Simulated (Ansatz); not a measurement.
`NC(O)S[SiH3]` + CH₃NH₂ → `CNC(N)O` + `[SiH3]S`  (substitution at a C–S bond)

Computed with Ansatz on PBE0-D4/def2-TZVP structures; ΔE is electronic, products minus reactants. CCSD(T)/CBS is the MP2 limit (def2-TZVPP, def2-QZVPP) plus CCSD(T) − MP2 in def2-TZVPP, frozen cores. Each species was taken in one conformer, which may not be the lowest.

`NC(O)S[SiH3]`:

```xyz
12

N    -1.891    1.079    0.443
C    -0.557    0.655    0.189
O     0.031    0.166    1.357
S    -0.451   -0.695   -1.069
Si    1.588   -1.257   -0.783
H    -2.496    0.289    0.634
H    -2.273    1.612   -0.327
H     0.004    1.505   -0.217
H    -0.146    0.818    2.046
H     2.436   -0.038   -0.712
H     1.805   -2.086    0.427
H     1.950   -2.048   -1.987
```

CH₃NH₂:

```xyz
7

C    -0.201    0.503    0.173
N     0.063   -0.769   -0.479
H     0.498    0.774    0.978
H    -1.208    0.490    0.597
H    -0.179    1.303   -0.571
H     0.037   -1.526    0.191
H     0.989   -0.774   -0.889
```

`CNC(N)O`:

Cartesian coordinates in Å:
```
C -0.439 -1.075 1.362
N 0.326 -0.729 0.178
C 0.146 0.618 -0.265
N 0.995 0.997 -1.363
O -1.196 0.817 -0.663
H -1.524 -0.979 1.237
H -0.208 -2.101 1.654
H -0.135 -0.424 2.187
H 0.099 -1.357 -0.585
H 0.387 1.270 0.588
H 1.968 0.889 -1.101
H 0.818 0.388 -2.156
H -1.238 1.686 -1.075
```

`[SiH3]S`:

Cartesian coordinates in Å:
```
Si 0.135 0.452 -0.236
S -1.173 -0.990 0.644
H 1.148 0.938 0.736
H -0.750 1.569 -0.644
H 0.837 -0.099 -1.423
H -0.197 -1.870 0.923
```

| species | CCSD/def2-TZVPP energy (Eh) |
| --- | --- |
| `NC(O)S[SiH3]` | -858.80632 |
| CH₃NH₂ | -95.68504 |
| `CNC(N)O` | -265.30846 |
| `[SiH3]S` | -689.19185 |

**Question.** Work out ΔE.

**Answer.** ΔE = (-265.30846) + (-689.19185) − (-858.80632) − (-95.68504) = -0.00895 Eh = -5.6 kcal/mol. CCSD(T)/CBS gives -3.8 kcal/mol.

Largest T1 diagnostic among the species: 0.012.

From PBE to PBE0 (25 % exact exchange), in def2-TZVPP and without D4, ΔE moves by −1.2 kcal/mol. The D4 term adds +1.1 kcal/mol with B3LYP and +0.6 kcal/mol with PBE0; it sums over pairs of atoms, weighted by their polarisabilities, and B3LYP, whose exchange is more repulsive, gets the larger term.

B3LYP here is the variant with VWN-RPA as its local correlation; programs differ in this.
